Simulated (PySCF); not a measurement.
A structure optimised at B3LYP-D3(BJ)/def2-SVP, used in a PySCF frequency run:

```
C
H 1 1.1059
H 1 1.1059 2 104.55
C 1 1.5376 2 110.40 3 118.73
H 4 1.1030 1 111.76 2 -177.69
H 4 1.1030 5 106.87 1 122.56
H 4 1.1033 5 106.95 6 114.26
Al 1 1.9519 2 107.95 3 -114.75
F 8 1.6733 1 120.61 2 56.24
N 8 1.7685 9 116.56 1 180.00
H 10 1.0154 8 124.63 9 180.00
H 10 1.0156 11 109.95 8 180.00
```

Question: Write its SMILES, formula and point group.

Answer: C[CH2][Al]([NH2])[F], C2H7AlFN, Cs

Question: What are its rotational constants (standard atomic weights)?

Answer: 5.7138, 2.4557, 1.7548 GHz
